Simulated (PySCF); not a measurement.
## Working out the excitation energy of Ge

Ge [Ar] 3d10 4s2 4p2 (3P) → Ge [Ar] 3d10 4s1 4p2 4d1 (high-spin determinant). Computed with PySCF 2.14 in aug-cc-pVTZ-DK, with the spin-free X2C one-electron Hamiltonian (Gaussian nucleus). Frozen: [Ar] 3d10. Energies in hartree (1 hartree = 27.21139 eV):

| part | Ge (lower) | Ge (upper) |
| --- | --- | --- |
| UHF | -2097.051689 | -2096.641129 |
| CCSD correlation | -0.064794 | -0.026740 |
| (T) | -0.001877 | -0.002401 |

Problem. What does Hartree-Fock give?

Solution. (-2096.641129) − (-2097.051689) = 0.410560 hartree = 11.172 eV.

Problem. What do CCSD and CCSD(T) give?

Solution. The CCSD correlation energies differ by 0.038054 hartree = 1.036 eV and the triples by -0.000524 hartree = -0.014 eV, so CCSD gives 12.208 eV and CCSD(T) 12.194 eV.

One determinant mixes LS terms, so it does not stand for a single term.

The upper state lies above the first ionisation limit, but in LS coupling its spin forbids autoionisation to the ground ion.

The coupled-cluster amplitudes are large, so a single reference is strained.
